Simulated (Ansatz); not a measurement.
Geometry optimisation, RKS LDA/def2-SVP (Ansatz).

The input (input.yaml):

```yaml
crystal:
  periodic: [false, false, false]
  atoms:
    - { symbol: Zr, position_ang: [0.0, 0.0, 0.0] }
    - { symbol: Cl, position_ang: [0.0, 0.0, 2.87] }
    - { symbol: Cl, position_ang: [2.3764, 0.0, -0.8392] }
    - { symbol: F, position_ang: [-0.9326, 1.6157, -0.6593] }
    - { symbol: Cl, position_ang: [-1.1869, -2.0563, -0.8392] }
    - { symbol: Si, position_ang: [1.5188, -2.3064, 0.9176] }
    - { symbol: H, position_ang: [0.7001, -3.509, 0.7954] }
    - { symbol: H, position_ang: [2.722, -2.4528, 0.1037] }
    - { symbol: H, position_ang: [1.8974, -2.1161, 2.3147] }
    - { symbol: H, position_ang: [0.8764, -1.3309, 2.2944] }
basis:
  gaussian: { orbitals: def2-SVP }
hamiltonian:
  xc: lda
relax:
  f_tol: 0.15
  max_steps: 25
  restrain:
    - { distance: [0, 5], at: 3.81, k: 30.0 }
    - { distance: [9, 1], at: 2.57, k: 30.0 }
    - { distance: [0, 1], at: 2.52, k: 30.0 }
    - { distance: [9, 5], at: 1.46, k: 30.0 }
```

Command:

```bash
$ ansatz run input.yaml --threads 4 --pin off --max-ram 5120MiB --backend cpu --events-out ev --progress --plain --runs-dir out
```

Where does it end, and by what steps?

The run converged. The restraints hold the end off the free minimum. After 8 steps the energy has fallen by 3.744 eV (the restraints' own energy left out); H9 moved furthest, 1.01 Å. Parted: Zr1–Si6. Joined: Zr1–H10, Si6–H10.

```json
{"step": "0", "energy less start (eV)": "0.0000", "largest force component (eV/Å)": "2.177", "accepted": "yes"}
{"step": "1", "energy less start (eV)": "0.4006", "largest force component (eV/Å)": "4.061", "accepted": "yes"}
{"step": "2", "energy less start (eV)": "0.2876", "largest force component (eV/Å)": "4.882", "accepted": "yes"}
{"step": "3", "energy less start (eV)": "-0.9454", "largest force component (eV/Å)": "3.384", "accepted": "yes"}
{"step": "4", "energy less start (eV)": "-2.3890", "largest force component (eV/Å)": "1.782", "accepted": "yes"}
{"step": "5", "energy less start (eV)": "-3.0906", "largest force component (eV/Å)": "1.831", "accepted": "yes"}
{"step": "6", "energy less start (eV)": "-3.5778", "largest force component (eV/Å)": "1.646", "accepted": "yes"}
{"step": "7", "energy less start (eV)": "-3.7247", "largest force component (eV/Å)": "1.613", "accepted": "yes"}
{"step": "8", "energy less start (eV)": "-3.7439", "largest force component (eV/Å)": "1.786", "accepted": "yes"}
```

```xyz
10
Properties=species:S:1:pos:R:3
Zr -0.143 0.286 0.015
Cl -0.359 0.510 2.458
Cl 2.028 0.499 -0.757
F -1.067 1.730 -0.726
Cl -1.150 -1.599 -0.877
Si 1.739 -2.732 1.361
H 0.816 -3.905 1.199
H 2.659 -2.613 0.179
H 2.527 -2.837 2.638
H 0.922 -1.496 1.469
```

Whether the end is a true minimum wasn't checked by a vibrational analysis.

Run time: 16 s on 4 threads of Arm Neoverse V1 (shared host), peak memory 0.22 GiB.
